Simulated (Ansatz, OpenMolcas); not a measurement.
**How methods differ on C2H9NSi (SMILES CN(C)[SiH3])**

C2H9NSi has 13 atoms, charge 0, and is taken as a singlet. As SMILES, `CN(C)[SiH3]`. Geometry: relaxed at PBE0-D4/def2-TZVP.

```xyz
13

C    -0.8534    1.0515   -0.5674
N    -0.0643    0.1014    0.1769
C     1.2573    0.5768    0.5037
Si   -0.4044   -1.5804    0.1019
H    -0.4161    1.2925   -1.5485
H    -0.9475    1.9915   -0.0094
H    -1.8607    0.6637   -0.7354
H     1.1974    1.5091    1.0790
H     1.8701    0.7783   -0.3884
H     1.7871   -0.1567    1.1157
H     0.0687   -2.2753   -1.1371
H    -1.8797   -1.7523    0.1670
H     0.2656   -2.2347    1.2567
```

Each level gives the energy change with the C3–H9 bond stretched from 1.101 to 1.651 Å (eV). The values are calculated.

```tsv
level	kind	program	value (eV)	less CCSD(T)/6-31G*	CPU time (all runs)
SVWN5/6-31G* (spherical functions) (restricted)	LDA	Ansatz	1.66	-0.09	4.7 s
revPBE/6-31G* (spherical functions) (restricted)	GGA	OpenMolcas	1.63	-0.12	73 s
r2SCAN/6-31G* (spherical functions) (restricted)	meta-GGA	OpenMolcas	1.76	+0.01	97 s
r2SCAN0/6-31G* (spherical functions) (restricted)	hybrid meta-GGA	Ansatz	1.92	+0.17	14 s
B3LYP/6-31G* (Cartesian functions) (restricted)	global hybrid	Ansatz	1.79	+0.04	9.1 s
CAM-B3LYP/6-31G* (spherical functions) (restricted)	range-separated hybrid	Ansatz	1.89	+0.14	10 s
RPA@PBE0/6-31G* (spherical functions) (restricted)	RPA	Ansatz	1.81	+0.06	14 s
MP2/6-31G* (spherical functions) (restricted)	perturbation theory	OpenMolcas	1.92	+0.17	16 s
CCSD(T)/6-31G* (spherical functions) (restricted)	coupled cluster or CI	OpenMolcas	1.75	0.00	94 s
```

CCSD(T)/6-31G* (spherical functions) (restricted) is the highest level here, not the true value. The first shape isn't each level's own minimum. The values span 1.63 to 1.92 eV. CPU times are rough (shared hosts, several kinds of processor and program).
